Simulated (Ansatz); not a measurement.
Program: Ansatz. Geometries: PBE0-D4/def2-TZVP. ΔE: electronic, gas phase. CCSD(T)/CBS adds triple-zeta CCSD(T) − MP2 to the extrapolated MP2 energy (def2 sets, frozen cores). This one scheme is used for every species. Functionals use def2-TZVPP. Elements past krypton have def2 core potentials. For Sn outer-core shells are correlated without core-valence functions, which leaves a few kJ/mol of doubt a bond. Each species was taken in one conformer, which may not be the lowest.

Reaction (hydrogenolysis of the Sn–B bond): `F[BH][SnH2][SiH3]` + H₂ → `[SiH3][SnH3]` + `BF`

```tsv
species	ωB97M-V energy (Eh)
`F[BH][SnH2][SiH3]`	-632.04406
H₂	-1.16132
`[SiH3][SnH3]`	-507.28481
`BF`	-125.93409
```

Work out ΔE.

ΔE = (-507.28481) + (-125.93409) − (-632.04406) − (-1.16132) = -0.01352 Eh = -35.5 kJ/mol. CCSD(T)/CBS gives -30.2 kJ/mol.

What do rigid-rotor, harmonic-oscillator terms from PBE0-D4/def2-TZVP frequencies (298.15 K, 1 bar) make of the CCSD(T)/CBS value? (An estimate is asked.)

The calculation gave: ΔZPE = +10.6 kJ/mol, ΔH = -24.9 kJ/mol, ΔS = 11 J/(mol·K), ΔG = -28.1 kJ/mol. Modes under 50 cm⁻¹ make the entropy rough.

Largest T1 diagnostic among the species: 0.014.

From BLYP to BHLYP (50 % exact exchange), in def2-TZVPP and without D4, ΔE moves by −13.7 kJ/mol. The D4 term adds +6.2 kJ/mol with B3LYP and +3.5 kJ/mol with PBE0; it sums over pairs of atoms, weighted by their polarisabilities, and B3LYP, whose exchange is more repulsive, gets the larger term.

B3LYP here is the variant with VWN-RPA as its local correlation; programs differ in this.
